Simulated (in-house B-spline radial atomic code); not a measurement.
Ionising Si6+ with different functionals

Computed with a radial B-spline atomic code at the basis-set limit: four-component Dirac-Coulomb Hamiltonian, Fermi nucleus of rms radius 3.1224 fm, spin-restricted, spherical fractional occupations for the functionals. The ionisation energy is the difference of two self-consistent energies, [He] 2s2 2p4 → [He] 2s2 2p3, without Breit or QED terms; ε is the level of the shell that loses the electron (mean over j). The electron is taken from both j subshells in proportion to 2j + 1, so the result is a j average, not the step between ground levels.

Hybrids are left out here: with spherical fractional occupations of an open shell their exact exchange keeps a self-interaction that integer-occupation calculations don't have.

```tsv
method	rung	ΔSCF (eV)	-ε(2p) (eV)
LDA VWN5	LDA	252.76	230.40
relativistic LDA	LDA	?	?
LDA PW92	LDA	252.74	230.39
LDA exchange-only	LDA	250.45	228.11
PBE	GGA	252.83	230.46
PBEsol	GGA	252.52	230.17
BLYP	GGA	?	?
RPBE	GGA	252.75	230.39
PW91	GGA	253.12	230.73
BP86	GGA	252.99	230.61
AM05	GGA	252.43	230.09
OLYP	GGA	253.34	231.01
```

**Question.** What does BLYP give?

**Answer.** ΔSCF 252.99 eV, and -ε(2p) = 230.59 eV.

**Question.** What does relativistic LDA give?

**Answer.** ΔSCF 252.70 eV, and -ε(2p) = 230.35 eV.

**Question.** How do they compare with the NIST value?

**Answer.** NIST lists 246.57 eV ± 0.05 (semi-empirical, ground level to ground level). Errors run from +3.88 to +6.77 eV. The correlated functionals all miss on the same side by more than they spread, so the cause is common to them (Breit-QED terms, spin polarisation, the choice among j levels, multiplet and fine-structure energies, or a listed next ion that isn't the cheapest removal here) and closeness doesn't rank the functionals.
